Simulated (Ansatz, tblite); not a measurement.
Forces on Be₂O₃ at its PBE-D4/def2-TZVP geometry. Total charge 0; singlet.

The xTB rows come from tblite. The structure holds 1 bond(s) between oxygen atoms. The structure comes from a short search, and lower isomers may exist.

GFN1-xTB (tblite), largest force 2.32 eV/Å:

```xyz
5
positions Å, forces eV/Å
Be    0.549   -0.833   -0.330    0.228   -0.352   -0.215
Be   -0.251    0.460    0.911   -0.148    0.255    0.368
O     0.577   -0.722    1.124   -0.289    0.360   -0.562
O    -0.125    0.043   -1.337   -0.834    1.385    1.659
O    -0.750    1.053   -0.368    1.043   -1.647   -1.251
```

GFN2-xTB (tblite), largest force 2.54 eV/Å:

```
Be -0.107 0.141 -0.146
Be -0.070 0.083 -0.202
O -0.369 0.460 -0.717
O -0.723 1.267 2.077
O 1.269 -1.951 -1.012
```

PBE-D4/def2-TZVP (Ansatz), largest force 0.01 eV/Å:

```
Be 0.003 -0.002 0.002
Be 0.002 0.000 0.003
O -0.004 0.003 -0.006
O 0.003 -0.005 -0.004
O -0.003 0.004 0.005
```
